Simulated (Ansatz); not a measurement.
BFH (SMILES [BH]F), charge 0, multiplicity 2, relaxed at each level with Ansatz (an electronic-structure program); harmonic frequencies from differences of analytic forces, average atomic masses, frozen cores. Open shells are unrestricted.

| level | B1–F2 (Å) | B1–H3 (Å) | F2–B1–H3 (°) | dipole (D) |
|---|---|---|---|---|
| HF/def2-TZVPP | 1.2926 | 1.1941 | 121.4 | 0.74 |
| PBE/def2-TZVPP | 1.3127 | 1.2139 | 120.6 | 0.57 |
| r2SCAN/def2-TZVPP | 1.3060 | 1.2057 | 120.6 | 0.55 |
| B3LYP/def2-TZVPP | 1.3045 | 1.2017 | 121.0 | 0.61 |
| PBE0/def2-TZVPP | 1.3008 | 1.2057 | 121.0 | 0.60 |
| wB97X-V/def2-TZVPP | 1.3075 | 1.2071 | 120.8 | 0.64 |
| MP2/cc-pVTZ | 1.3071 | 1.1960 | 121.2 | 0.57 |
| CCSD(T)/cc-pVDZ | 1.3280 | 1.2192 | 121.0 | 0.49 |
| CCSD(T)/cc-pVTZ | 1.3059 | 1.2025 | 121.1 | 0.56 |
